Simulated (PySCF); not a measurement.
Shapes and spin states of MoOCl₂

Method: PBE/[Mo def2-SVP with ECP28, O def2-SVP, Cl def2-SVP], scalar-relativistic core potentials, density fitting, no spin–orbit coupling, PySCF.

Relaxations began from a few typed shapes and spin states; open shells are unrestricted. The search is not exhaustive: other isomers or separated fragments can lie lower, and high-lying points may rest on an excited occupation.

**Question.** Which is the lowest minimum found?
A. singlet (closed shell, unstable to spin polarisation) C2v: Mo–Cl 2.247 Å (×2), Mo–O 1.660 Å; Cl–Mo–Cl 128.9°, Cl–Mo–O 115.6° (×2)
B. triplet C2v: Mo–Cl 2.288 Å (×2), Mo–O 1.667 Å; Cl–Mo–Cl 119.9°, Cl–Mo–O 120.0° (×2)
C. singlet (closed shell, unstable to spin polarisation) Cs: Mo–Cl 2.247 Å (×2), Mo–O 1.660 Å; Cl–Mo–Cl 128.9°, Cl–Mo–O 115.5° (×2)

**Answer.** B. The others lie at 50.2 (singlet C2v), 50.4 (singlet Cs) kJ/mol above it.

Formally Mo is in oxidation state +4, d2, with 2 unpaired electrons (the high-spin count). The Mulliken spin on Mo is 2.04. The polar-tensor charge on Mo, 1.52, is far below the formal one.

For the lowest minimum: open d and f shells are described by one determinant, and the ground state may have another occupation or spin.
